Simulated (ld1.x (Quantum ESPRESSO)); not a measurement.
## Before and after: TM potential for Pr (Z = 59)

```json
{
 "Element": "praseodymium",
 "Generator": "ld1.x (Quantum ESPRESSO) 7.5",
 "Type": "norm-conserving Troullier–Martins (Kleinman–Bylander form)",
 "Functional": "PBE",
 "Relativity": "fully relativistic",
 "Frozen core": "[Xe] 4f2",
 "Valence charge": "3",
 "Reference configuration": "5d1 6s1.5 6p0.5",
 "Partial waves": "6s (bound): rc 2.70 bohr; 6p (bound): rc 3.25 bohr; 5d (bound): rc 2.45 bohr",
 "Local potential": "all-electron potential smoothed inside 2.95 bohr (lloc = -1)",
 "Core correction": "Bessel-smoothed model core inside 1.65 bohr"
}
```

Open shells are filled in proportion to 2j + 1 (rel_dist='average').

Change: core correction Bessel-smoothed model core inside 3.00 bohr.

Cutoffs: the cutoffs (Ry, on a coarse ladder) from which the occupation-weighted sum of valence levels, in a spherical-Bessel basis at the reference potential, stays within 10 and 1 mRy of its value at 400 Ry; they do not see the model core or the augmentation charge, which bear on the density cutoff. Errors are all-electron minus pseudo energies relative to the spin-unpolarised reference configuration.

Problem. Predict the effect on cutoff, ghosts and configuration errors.

Solution. The potential gets neither clearly harder nor softer (12 Ry and 21 Ry → 12 Ry and 21 Ry); both files keep a bound ghost (s); of the 6 tests that both files solve, the error grows in 0 and shrinks in 3 by more than 15 % and 0.3 meV (median size 51.8 → 43.5 meV). A wider model core is smoother and lowers the density cutoff, which this test does not measure.

| quantity | base | changed |
| --- | --- | --- |
| cutoff, loose | 12 Ry | 12 Ry |
| cutoff, tight | 21 Ry | 21 Ry |
| bound ghosts | s | s |
| tests counted (converged, no solver errors) | 6 of 7 | 6 of 7 |
| error for 5d1 6s2 6p0, meV [ΔE -1.24 eV] | -1.5 | -1.2 |
| error for 5d1 6s1 6p0, meV [ΔE 4.93 eV] | -5.5 | -5.0 |
| error for 5d1 6s0 6p0, meV [ΔE 16.19 eV] | -43 | -36 |
| error for 5d2 6s1 6p0, meV [ΔE -0.22 eV] | -60 | -56 |
| error for 5d2 6s0 6p0, meV [ΔE 5.22 eV] | -61 | -51 |
| error for 5d1 6s0 6p1, meV [ΔE 8.05 eV] | +171 | +182 |
| s: phases at 3.55 bohr within 0.05 rad from the reference energy up to (Ry; the scan ends near 5) | 2.6 | 2.6 |
| p1/2: phases at 3.55 bohr within 0.05 rad from the reference energy up to (Ry; the scan ends near 5) | -0.0 | -0.0 |
| p3/2: phases at 3.55 bohr within 0.05 rad from the reference energy up to (Ry; the scan ends near 5) | -0.1 | -0.1 |
| d3/2: phases at 3.55 bohr within 0.05 rad from the reference energy up to (Ry; the scan ends near 5) | to the end of the scan | to the end of the scan |
| d5/2: phases at 3.55 bohr within 0.05 rad from the reference energy up to (Ry; the scan ends near 5) | to the end of the scan | to the end of the scan |

Base: Tests not counted: 5d0 6s2 6p1 (solver errors, printed error -819 meV). Changed file: Tests not counted: 5d0 6s2 6p1 (solver errors, printed error -811 meV). A true bound ghost makes a file unfit for plane-wave use even where its test errors are small: the radial tests pick states by their node count and pass the ghost by.
